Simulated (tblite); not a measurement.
Run record: tight-binding relaxation, `C#C[C@@H]1[C@@H](F)[Ge@H]([Cl])[C@H]1F`.

Computed with GFN2-xTB geometry optimisation, gas phase (tblite 0.8.0). Start geometry: from a force field or distance geometry. The command runs a driver script over a list of jobs; the input below is this job's line of settings and its coordinates in Å.

Command:
```bash
OMP_NUM_THREADS=1 python probes_run.py task.json out
```

Input:
```
{"job": {"kind": "relax", "xc": "GFN2-xTB", "basis": "xTB"}, "charge": 0, "multiplicity": 1}
C      2.414700     1.445200    -0.681100
C      1.608800     0.714900    -0.159300
C      0.655500    -0.193600     0.501600
C     -0.011200    -1.140400    -0.513800
F      0.074600    -2.463900    -0.074900
Ge    -1.809000    -0.465300    -0.244700
Cl    -2.482000     0.711700    -1.933800
C     -0.625500     0.551400     0.926700
F     -0.934000     0.302400     2.250600
H      3.097100     2.094400    -1.141900
H      1.116100    -0.733200     1.344900
H      0.327200    -1.031000    -1.555000
H     -2.792900    -1.425100     0.481500
H     -0.640300     1.632100     0.682200
```

Output:
```
step      E/eV     max force
  0    -792.47512    1.826
  1    -792.60273    1.665
  2    -792.60870    4.021
  3    -792.73650    0.734
  4    -792.79696    1.090
  5    -792.85921    1.294
  6    -792.88433    0.624
  7    -792.89768    0.272
  8    -792.90517    0.381
  9    -792.91210    0.352
... (62 lines left out)
 72    -792.96382    0.063
 73    -792.96415    0.057
 74    -792.96433    0.037
 75    -792.96442    0.023
 76    -792.96448    0.021
 77    -792.96453    0.014
 78    -792.96456    0.017
 79    -792.96459    0.023
 80    -792.96461    0.011
 81    -792.96462    0.004
```

«max force» is the largest atomic force in eV/Å.

From which step on does the largest force stay under 0.1 eV/Å, and how much energy is left to gain from there?

From step 63 (0.057 eV/Å), 3.7 meV above the end.

Main results: energy lowered by 11.3 kcal/mol over 81 steps; largest atomic force 0.004 eV/Å at the end.

Give the final coordinates.

0.458 Å rms from the input after alignment:
```
atom  x, y, z in Å
C1     2.6470    1.2643   -0.3655
C2     1.7112    0.6155    0.0032
C3     0.5543   -0.1480    0.4080
C4    -0.0151   -1.0492   -0.7104
F5     0.3857   -2.3553   -0.5917
Ge6   -1.9187   -0.5837   -0.1462
Cl7   -3.2154    0.1848   -1.6200
C8    -0.6628    0.7249    0.7874
F9    -0.7976    0.8828    2.1430
H10    3.4800    1.8237   -0.6711
H11    0.8082   -0.7795    1.2658
H12    0.2847   -0.7161   -1.7092
H13   -2.6538   -1.5945    0.7335
H14   -0.6085    1.7299    0.3566
```

How long does this job take on an Arm Neoverse N1 with one thread, no GPU, shared host with 64 logical CPUs at a one-minute load of 49?

About 1.1 s.
Labels such as C1 count atoms from 1, the log's own numbers from 0.
